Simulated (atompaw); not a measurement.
**lanthanum: one change to a PAW (atompaw) potential, before and after**

| Quantity | Value |
| --- | --- |
| Element | lanthanum (La) |
| Generator | atompaw 4.2.0.5 |
| Type | PAW |
| Functional | PBEsol |
| Relativity | scalar-relativistic |
| Frozen core | [Kr] 4d10 |
| Valence charge | 11 |
| Reference configuration | 4f0 5s2 5p6 5d1 6s1 6p0 (charge +1) |
| Partial waves | 5s (bound): rc 2.35 bohr; 6s (bound): rc 3.00 bohr; 5p (bound): rc 3.00 bohr; 6p (bound, empty): rc 2.55 bohr; 5d (bound): rc 3.00 bohr; 5d channel at 3.5 Ry: rc 3.00 bohr; 4f (bound, empty): rc 0.85 bohr; 4f channel at 0.95 Ry: rc 0.85 bohr |
| Local potential | troulliermartins scheme with l = 4 at -0.5 Ry, radius 2.20 bohr |
| Core correction | smooth core density matched at 1.55 bohr |
| Augmentation charge | besselshape compensation charge, radius 2.70 bohr; PAW radius 3.00 bohr; waves and projectors: custom rrkj vanderbiltortho |

All-electron outer shells of the reference configuration (PBEsol, scalar-relativistic, ld1.x):

```json
{"shell": "4p", "level (eV)": "-205.64", "outermost node (bohr)": "0.34", "outermost maximum (bohr)": "0.63"}
{"shell": "4d", "level (eV)": "-109.64", "outermost node (bohr)": "0.32", "outermost maximum (bohr)": "0.68"}
{"shell": "5s", "level (eV)": "-44.79", "outermost node (bohr)": "0.77", "outermost maximum (bohr)": "1.41"}
{"shell": "5p", "level (eV)": "-28.22", "outermost node (bohr)": "0.83", "outermost maximum (bohr)": "1.58"}
{"shell": "4f", "level (eV)": "-10.23", "outermost node (bohr)": "–", "outermost maximum (bohr)": "0.75"}
{"shell": "5d", "level (eV)": "-8.53", "outermost node (bohr)": "0.95", "outermost maximum (bohr)": "2.19"}
{"shell": "6s", "level (eV)": "-8.37", "outermost node (bohr)": "1.85", "outermost maximum (bohr)": "3.60"}
{"shell": "6p", "level (eV)": "-5.38", "outermost node (bohr)": "2.17", "outermost maximum (bohr)": "4.46"}
```

Change: wave 5d channel at 3.5 Ry: rc 3.00 bohr becomes 5d channel at 3.5 Ry: rc 1.60 bohr.

Cutoffs: the cutoffs (Ry, on a coarse ladder) from which the occupation-weighted sum of valence levels, in a spherical-Bessel basis at the reference potential, stays within 10 and 1 mRy of its value at 400 Ry; they do not see the model core or the augmentation charge, which bear on the density cutoff.

What does the change do?

The potential gets harder (10 Ry and 15 Ry → 10 Ry and 18 Ry); a bound ghost appears in d, which as a rule spoils a file; the range in which the d phases agree widens (upper end 2.5 → at the end of the scan).

```csv
quantity,base,changed
"cutoff, loose",10 Ry,10 Ry
"cutoff, tight",15 Ry,18 Ry
bound ghosts,none,d
s: phases at 3.00 bohr within 0.05 rad from the reference energy up to (Ry; the scan ends near 5),4.1,4.1
p: phases at 3.00 bohr within 0.05 rad from the reference energy up to (Ry; the scan ends near 5),to the end of the scan,to the end of the scan
d: phases at 3.00 bohr within 0.05 rad from the reference energy up to (Ry; the scan ends near 5),2.5,to the end of the scan
f: phases at 3.00 bohr within 0.05 rad from the reference energy up to (Ry; the scan ends near 5),4.9,4.9
lowest overlap eigenvalue by channel,"s 0.06, p 0.15, d 0.79, f 0.89","s 0.06, p 0.15, d 0.92, f 0.89"
```

Base: The cutoffs count occupied waves only; the empty 4f level needs 180 Ry at the loose tolerance. Changed file: The cutoffs count occupied waves only; the empty 4f level needs 180 Ry at the loose tolerance. A true bound ghost makes a file unfit for plane-wave use even where its test errors are small: the radial tests pick states by their node count and pass the ghost by. The cutoffs see the waves, projectors and local potential, not the compensation charge or the core.
